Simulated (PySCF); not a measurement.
These 2 structures share the formula C9H5FO2. Method: PBE0-D3(BJ)/def2-SVP geometry optimisation, gas phase in PySCF 2.14.0. Energies are electronic, without zero-point or thermal terms, for one conformer each. No frequencies were run at this level. Point groups hold within 0.08 Å.

Problem. Rank from lowest to highest electronic energy at this level (kJ/mol).
A. `[O:1]=[C:2]([F:3])[c:4]1[cH:5][c:6]2[cH:7][cH:8][cH:9][cH:10][c:11]2[o:12]1` with O1–C2–C4–C5 -179°
B. `[CH:1]#[C:2][c:3]1[cH:4][c:5]([F:6])[cH:7][c:8]([C:9](=[O:10])[OH:11])[cH:12]1` with C7–C8–C9–O10 -1°, C8–C9–O11–H 180°

Solution. A (0.0), B (160.7).

As drawn, the higher has a C≡C bond, an O–H bond and a C(=O)–O unit, which the lower lacks.

| SMILES | E (Eh) | E rel (kJ/mol) | dipole (D) | point group | A, B, C (MHz) |
| --- | --- | --- | --- | --- | --- |
| O=C(F)c1cc2ccccc2o1 | -595.19232 | 0.0 | 4.29 | Cs | 2942, 562.1, 472.0 |
| C#Cc1cc(F)cc(C(=O)O)c1 | -595.13111 | 160.7 | 2.30 | Cs | 1193, 726.9, 451.8 |
